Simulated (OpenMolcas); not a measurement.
**Pt2+: ligand-field states by method**

Pt2+ with its 8 nearest fluoride ions at 2.334 Å, on the Sr site of SrF2 (a = 5.796 Å, distance in the model lattice 2.510 Å). The rest of the host is ab initio model potentials to 7.6 Å and point charges beyond; the distance is set by hand and nothing relaxes. Ligand basis ANO-RCC-VDZP.
```
Pt    0.0000    0.0000    0.0000
F     1.3475    1.3475    1.3475
F     1.3475    1.3475   -1.3475
F     1.3475   -1.3475    1.3475
F     1.3475   -1.3475   -1.3475
F    -1.3475    1.3475    1.3475
F    -1.3475    1.3475   -1.3475
F    -1.3475   -1.3475    1.3475
F    -1.3475   -1.3475   -1.3475
```

| Item | Value |
| --- | --- |
| Program | OpenMolcas 26.06 |
| Basis | ANO-RCC-VDZP [7s6p4d2f] |
| Scalar Hamiltonian | DKH2, point nucleus |
| Active space | 8 electrons in 5 orbitals (5d) |
| State averaging | 2S+1 = 3 even, 10 roots; 2S+1 = 1 even, 15 roots |
| Spin-orbit coupling | state interaction with AMFI integrals over the reference wave functions |

I. CASSCF
II. SS-CASPT2, IPEA 0.25 Eh, imaginary shift 0.1 Eh (closed shells correlated: 5s 5p and the ligand valence shells)

Spin-free states (labels of O, the rotations of Oh) in cm-1, each column counted from its own energy of the first state listed:

```json
{"State": "3T1", "Degeneracy": "3", "I": "0", "II": "0"}
{"State": "3T2", "Degeneracy": "3", "I": "7237", "II": "8520"}
{"State": "1T2", "Degeneracy": "3", "I": "11918", "II": "8960"}
{"State": "1E", "Degeneracy": "2", "I": "12286", "II": "9670"}
{"State": "3A2", "Degeneracy": "1", "I": "15470", "II": "18570"}
{"State": "3T1", "Degeneracy": "3", "I": "18363", "II": "17290"}
{"State": "1T2", "Degeneracy": "3", "I": "21124", "II": "19560"}
{"State": "1A1", "Degeneracy": "1", "I": "22444", "II": "19290"}
{"State": "1T1", "Degeneracy": "3", "I": "23440", "II": "22190"}
{"State": "1E", "Degeneracy": "2", "I": "29060", "II": "29790"}
{"State": "1A1", "Degeneracy": "1", "I": "48905", "II": "44750"}
```

From I to II, I's first state of the same spin (3T2) moves from 7237 to 8520 cm-1, by about +1300 cm-1.

From I to II, I's first state of another spin (1T2) moves from 11918 to 8960 cm-1, by about -3000 cm-1.

I: A least-squares ligand-field fit to the states below 45000 cm-1, each weighted by its degeneracy and with a free common offset, gives 10Dq = -8261 cm-1 (negative for this site), B = 810 cm-1 and C = 3268 cm-1 (C/B = 4.04), with an rms deviation of 42 cm-1. The same method and metal basis give the free ion B = 847 cm-1 (fit to its terms below 60000 cm-1, rms deviation 6 cm-1), so the nephelauxetic ratio is β = 810 / 847 = 0.96; it hangs on how both fits weigh the states, and computed free-ion B values tend to be too large, so β mixes covalency with correlation.

II: A least-squares ligand-field fit to the states below 45000 cm-1, each weighted by its degeneracy and with a free common offset, gives 10Dq = -10091 cm-1 (negative for this site), B = 652 cm-1 and C = 2708 cm-1 (C/B = 4.16), with an rms deviation of 245 cm-1. The same method and metal basis give the free ion B = 789 cm-1 (fit to its terms below 60000 cm-1, rms deviation 485 cm-1), so the nephelauxetic ratio is β = 652 / 789 = 0.83; it hangs on how both fits weigh the states, and computed free-ion B values tend to be too large, so β mixes covalency with correlation.

From I to II, 10Dq changes by +22 %, B by -20 % and C by -17 %.

χT at 300 K: I 0.81, II 0.71 cm3 K/mol.

The states above are spin-free; spin-orbit coupling is strong here and shifts and splits them by thousands of cm-1.

Roots that are degenerate in the reference are averaged as groups; the widest CASPT2 spread within a group is 370 cm-1 (the 3-fold group of multiplicity 1 near 19600 cm-1 above the lowest state of its run, II). Shifts and gaps below about the spread of the groups concerned are not significant. Over all roots computed the reference weight is 0.67 to 0.68 in II; a low but even weight reflects the number of correlated electrons. Real 4d8 and 5d8 ions are as a rule square planar and diamagnetic. Ligand-to-metal charge-transfer states are missing. With no ligand orbital active B as a rule stays too high, so bands that hang on it stand too high and its fall with covalency is understated. Without dynamic correlation the repulsion within the d shell is too large (B by tens of per cent), so at a given field states of lower spin stand too high (holds for I). With metal d orbitals alone the field can be off either way by tens of per cent (holds for I). With one d shell and no ligand orbital active, 10Dq can be off by a tenth or more (holds for II). Free-ion shares, where given, are those of the reference states; single-state CASPT2 does not remix them (holds for II). No measured value stands beside these numbers; the geometry was set by hand and not optimised.
